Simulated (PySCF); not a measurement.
# `Fc1cnc2nsnc2n1`, C₄HFN₄S

Geometry:
```
atom   x (Å)   y (Å)   z (Å)
  F1  -2.239  -1.112   1.481
  C2  -1.228  -0.600   0.810
  C3  -1.171   0.841   0.747
  N4  -0.225   1.468   0.116
  C5   0.698   0.668  -0.473
  N6   1.743   1.105  -1.166
  S7   2.540  -0.220  -1.661
  N8   1.608  -1.395  -1.028
  C9   0.621  -0.777  -0.395
 N10  -0.380  -1.401   0.272
 H11  -1.953   1.419   1.251
```

Method: TDDFT CAM-B3LYP/aug-cc-pVDZ excited states, vertical, gas phase (PySCF 2.14.0). Geometry: PBE0-D3(BJ)/def2-SVP.

Give the one- and two-photon strengths of the lowest singlets.

δ for parallel linear polarisation; σ at the peak of a Lorentzian of half width 0.1 eV, single beam; Ω is circular over linear.
| state | E (eV) | f | photon λ (nm) | δ (au) | σ (GM) | Ω | main |
| --- | --- | --- | --- | --- | --- | --- | --- |
| S1 | 3.62 | 0.001 | 684 | 0.18 | 0.00 | 1.50 | HOMO−1→LUMO 0.96 |
| S2 | 4.42 | 0.315 | 561 | 17.8 | 0.13 | 0.58 | HOMO→LUMO 0.94 |
| S3 | 4.60 | 0.000 | 539 | 0.73 | 0.01 | 1.50 | HOMO−3→LUMO 0.93 |
| S4 | 4.87 | 0.061 | 510 | 13.8 | 0.12 | 0.81 | HOMO−2→LUMO 0.95 |
| S5 | 5.47 | 0.001 | 453 | 1.77 | 0.02 | 1.50 | HOMO−4→LUMO 0.72, HOMO−1→LUMO+3 0.12 |
| S6 | 5.94 | 0.007 | 418 | 1.17 | 0.01 | 1.49 | HOMO−1→LUMO+1 0.64, HOMO−6→LUMO 0.18 |

Among these, the strongest one-photon state is S2, the strongest two-photon state S2, with a dipole change of 0.7 D (relaxed, norm of the difference vector).
